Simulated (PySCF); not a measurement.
Zn(SH)(GeH3) (GeH4SZn), SMILES [SH][Zn][GeH3].

Coordinates come from a PBE-D3(BJ)/def2-SVP optimisation. Other conformers were not sampled.

Method: TDA-B3LYP/def2-SVPD run with PySCF.

Vertical excitations. Gas-phase values at a fixed geometry.

Computed lowest excited states:
```csv
state,energy (eV),λ (nm),f,main pairs
S1,4.68,265,0.001,HOMO→LUMO 99 %
S2,4.98,249,0.027,HOMO→LUMO+1 98 %
S3,5.21,238,0.006,"HOMO→LUMO+2 48 %, HOMO−1→LUMO 46 %"
S4,5.31,233,0.014,"HOMO−1→LUMO 48 %, HOMO→LUMO+2 35 %, HOMO−1→LUMO+1 14 %"
S5,5.57,223,0.022,HOMO−1→LUMO+2 96 %
S6,6.09,204,0.805,HOMO−1→LUMO+1 72 %
S7,6.12,202,0.022,"HOMO→LUMO+3 81 %, HOMO→LUMO+4 15 %"
S8,6.86,181,0.018,HOMO−1→LUMO+3 91 %
S9,6.89,180,0.006,"HOMO→LUMO+4 79 %, HOMO→LUMO+3 16 %"
S10,7.08,175,0.000,HOMO−3→LUMO 91 %
T1,4.60,270,0,HOMO→LUMO 95 %
T2,4.67,266,0,HOMO→LUMO+1 92 %
T3,4.71,263,0,HOMO−1→LUMO 89 %
T4,4.76,261,0,HOMO→LUMO+2 89 %
```
Triplets are in the Tamm–Dancoff approximation.
